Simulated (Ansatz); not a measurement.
`FC[SiH2][SnH3]` + H–F → `FC[SiH2]F` + `[SnH4]`  (cleavage of the Si–Sn bond)

Calculated with Ansatz (gas phase, PBE0-D4/def2-TZVP geometries, no zero-point term in ΔE). CCSD(T)/CBS is the MP2 limit (def2-TZVPP, def2-QZVPP) plus CCSD(T) − MP2 in def2-TZVPP, frozen cores. This one scheme is used for every species. Functionals use def2-TZVPP. B3LYP here is the variant with VWN-RPA as its local correlation; programs differ in this. def2 core potentials past Kr. For Sn outer-core shells are correlated without core-valence functions, which leaves a few kJ/mol of doubt a bond. Each species was taken in one conformer, which may not be the lowest.

Problem. Is it downhill or uphill in electronic energy at CCSD(T)/CBS, and by how much? (Estimate.)

Solution. The calculation gave: Downhill: ΔE = -96.9 kJ/mol.

Problem. What do these levels give: B3LYP-D4, ωB97M-V, PBE0, HF/def2-TZVPP, MP2/CBS(def2), CCSD/CBS(def2)? (An estimate is asked.)

Solution. Computed: B3LYP-D4 -105.7, ωB97M-V -109.0, PBE0 -95.3, HF/def2-TZVPP -136.5, MP2/CBS(def2) -95.6, CCSD/CBS(def2) -101.2 kJ/mol.

Largest T1 diagnostic among the species: 0.013.

From PBE to PBE0 (25 % exact exchange), in def2-TZVPP and without D4, ΔE moves by −3.7 kJ/mol. The D4 term adds +9.2 kJ/mol with B3LYP and +5.3 kJ/mol with PBE0; it sums over pairs of atoms, weighted by their polarisabilities, and B3LYP, whose exchange is more repulsive, gets the larger term.
